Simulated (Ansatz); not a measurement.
## Energy profile

The step: SiNH₅O ([NH2][SiH2][OH]) + H₂ → SiNH₅ ([NH2][SiH3]) + H₂O; bonds formed: Si1–H7, O2–H6; bonds broken: Si1–O2, H6–H7 (atoms numbered as in the saddle structure below).

```xyz
10
angstrom
Si -0.1772 -0.5577 0.1321
O 1.4528 0.3882 -0.0916
H 0.3072 -1.7802 -0.5476
H -1.3127 -0.9488 1.0246
N -1.0313 0.6430 -0.7599
H 1.3769 -0.1079 0.9981
H 0.7678 -0.7015 1.6085
H 1.3276 1.3434 -0.0372
H -0.6740 1.0807 -1.5931
H -2.0371 0.6409 -0.7338
```

Electronic energies by CCSD(T) at an estimated basis limit (MP2 extrapolated from triple and quadruple zeta, plus CCSD(T) − MP2 in triple zeta), on PBE0-D4/def2-TZVP structures; SiNH7O, closed shell; no counterpoise correction. Computed with Ansatz 0.2.0 (basis: def2-TZVPP and def2-QZVPP); correlated methods freeze the cores. Extrapolation: Hartree–Fock as exp(−7.88 √X), correlation as X^−2.97.

**Question.** Give the profile in kJ/mol, counted from the separated reactants. (Judge from chemistry; the value comes from the calculation.)

**Answer.** By the calculation:
```
                                                                                                          point  kJ/mol
separated: SiNH5O (linked as [NH2][SiH2][OH]; Si1, O2, H3, H4, N5, H8, H9, H10; singlet) + H2 (H6, H7; singlet)     0.0
                                                                                                start structure    -2.9
                                                                                                         saddle   233.4
                                                                                                  end structure    68.4
    separated: SiNH5 (linked as [NH2][SiH3]; Si1, H3, H4, N5, H7, H9, H10; singlet) + H2O (O2, H6, H8; singlet)    89.0
```

No T1 diagnostic of these runs exceeds 0.012.

For scale, one of the runs: CCSD(T)/def2-TZVPP, 202 basis functions, launched by `ansatz run in.yaml --threads 2 --pin off --events-out ev --progress --plain --max-ram 4352MiB`. The run took 100 s on 2 CPU threads of an Arm Neoverse N1 (shared host), with 2.5 GiB of host memory at its peak.
